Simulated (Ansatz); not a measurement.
Two isomers of CH5GeNO: A = `O[CH]1[NH][GeH2]1`, B = `N=[C](O)[GeH3]`.

Computed with Ansatz on PBE0-D4/def2-TZVP structures; ΔE is electronic, products minus reactants. CBS: MP2 limit from def2 TZ/QZ plus the TZ coupled-cluster correction, frozen cores. Functionals use def2-TZVPP. B3LYP here is the variant with VWN-RPA as its local correlation; programs differ in this. For Ge outer-core shells are correlated without core-valence functions, which leaves a few kJ/mol of doubt a bond. Scalar relativity is left out up to krypton. One conformer a species, not always the lowest.

A:

Z-matrix (Å, degrees):
```
C
N 1 1.289
Ge 1 2.471 2 69.5
O 1 1.333 2 118.5 3 97.2
H 1 1.094 2 125.0 3 -93.2
H 2 1.015 1 110.5 3 93.0
H 3 1.583 1 103.9 2 -47.1
H 3 1.572 1 104.2 2 54.2
H 4 0.963 1 109.8 2 -169.0
```

B:

Z-matrix (Å, degrees):
```
Ge
C 1 1.977
H 1 1.533 2 109.6
H 1 1.533 2 109.7 3 120.9
H 1 1.535 2 106.6 3 -119.5
O 2 1.345 1 111.9 3 -60.9
N 2 1.262 1 128.3 3 119.1
H 6 0.971 2 106.6 1 180.0
H 7 1.014 2 112.2 1 0.0
```

(1) Which is lower in electronic energy at CCSD(T)/CBS, and by how much? (Best estimate.)

(2) Give E(B) − E(A) in kJ/mol with PBE-D4, B3LYP, CCSD(T)/def2-TZVPP, B2PLYP, B3LYP-D4, HF/def2-TZVPP, PBE0-D4. (An estimate is asked.)

Largest T1 diagnostic: 0.014.

## Answers

(1) The calculation gave: B, by 130.6 kJ/mol.

(2) Ansatz gave: PBE-D4 -110.5, B3LYP -117.6, CCSD(T)/def2-TZVPP -137.9, B2PLYP -128.1, B3LYP-D4 -115.4, HF/def2-TZVPP -142.5, PBE0-D4 -122.1. None reverses the order clearly.

From PBE to PBE0 (25 % exact exchange), in def2-TZVPP and without D4, E(B) − E(A) moves by −11.3 kJ/mol.
